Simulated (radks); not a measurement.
Task: The mean radii <r> (bohr) of the occupied orbitals of an atom or ion are listed with their occupations. Calculated with a radial shooting solver on a logarithmic mesh with Libxc functionals: scalar-relativistic Kohn-Sham, r2SCAN, spin-polarised, spherical densities, finite nucleus; meta-GGA in the generalised Kohn-Sham scheme; Fermi nuclear charge, rms radius of each element as measured or else 0.836 A^(1/3) + 0.57 fm.

orbital  occ.      <r>
1s up       1  0.02275
1s down     1  0.02275
2s up       1  0.09698
2s down     1  0.09698
2p up       3  0.08549
2p down     3  0.08549
3s up       1   0.2546
3s down     1   0.2544
3p up       3   0.2531
3p down     3   0.2529
3d up       5   0.2311
3d down     5   0.2308
4s up       1   0.5772
4s down     1   0.5773
4p up       3   0.6097
4p down     3   0.6097
4d up       5   0.6621
4d down     5   0.6616
5s up       1    1.305
5s down     1    1.321
5p up       3    1.444
5p down     1    1.468
4f up       4   0.8143

Name the element and its charge. Open shells, if any, are filled with parallel spins first.

Result: Z = 62, samarium, charge +6: Sm6+ in [Kr] 4d10 4f4 5s2 5p4. The 1s radius gives Z: for a bare nucleus <r> = (2 gamma + 1)/(2Z) with gamma = sqrt(1 - (Z/c)^2), 0.02245 bohr for Z = 62, and screening makes it slightly larger (0.02275 here). The occupations add up to 56, and the charge is Z minus that.
